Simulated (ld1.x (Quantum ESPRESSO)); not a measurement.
# S: ultrasoft pseudisation with PBE, fully relativistic reference atom.

```json
{
  "Element": "sulfur",
  "Generator": "ld1.x (Quantum ESPRESSO) 7.5",
  "Type": "ultrasoft",
  "Functional": "PBE",
  "Relativity": "fully relativistic",
  "Frozen core": "[Ne]",
  "Valence charge": "6",
  "Reference configuration": "3s2 3p4",
  "Partial waves": "3s (bound): rcut 1.45, rcutus 1.75 bohr; 3s channel at -0.3 Ry: rcut 1.45, rcutus 1.75 bohr; 3p (bound): rcut 1.00, rcutus 1.40 bohr; 3p channel at 4.1 Ry: rcut 1.00, rcutus 1.40 bohr; 3d channel at 0.45 Ry: rcut 1.00, rcutus 1.40 bohr",
  "Local potential": "all-electron potential smoothed inside 1.60 bohr (lloc = -2)",
  "Core correction": "a·sin(br)/r model core, default radius (core density twice the valence density)",
  "Augmentation charge": "built from norm-conserving waves at rcut, not smoothed further"
}
```

Open shells are filled in proportion to 2j + 1 (rel_dist='average').

All-electron outer shells of the reference configuration (PBE, scalar-relativistic, ld1.x):

| shell | level (eV) | outermost node (bohr) | outermost maximum (bohr) |
| --- | --- | --- | --- |
| 2s | -211.71 | 0.13 | 0.39 |
| 2p | -156.51 | – | 0.33 |
| 3s | -17.26 | 0.60 | 1.40 |
| 3p | -7.01 | 0.58 | 1.61 |

What the tests gave:

| Quantity | Value |
| --- | --- |
| Cutoffs needed | 15 Ry and 21 Ry (the cutoffs (Ry, on a coarse ladder) from which the occupation-weighted sum of valence levels, in a spherical-Bessel basis at the reference potential, stays within 10 and 1 mRy of its value at 400 Ry) |
| Ghost test | no extra level below or beside the all-electron valence levels (s, p1/2, p3/2, d3/2, d5/2, f tested) (spherical-Bessel basis up to 400 Ry, 20 bohr box) |
| Largest excitation error | +26 meV (all-electron minus pseudo) for 3s2 3p1, out of 7 test configurations |
| Lowest eigenvalue of the overlap operator | 0.44 (s channel) |

Generation and tests took about 1.2 s on one core of a shared server CPU.
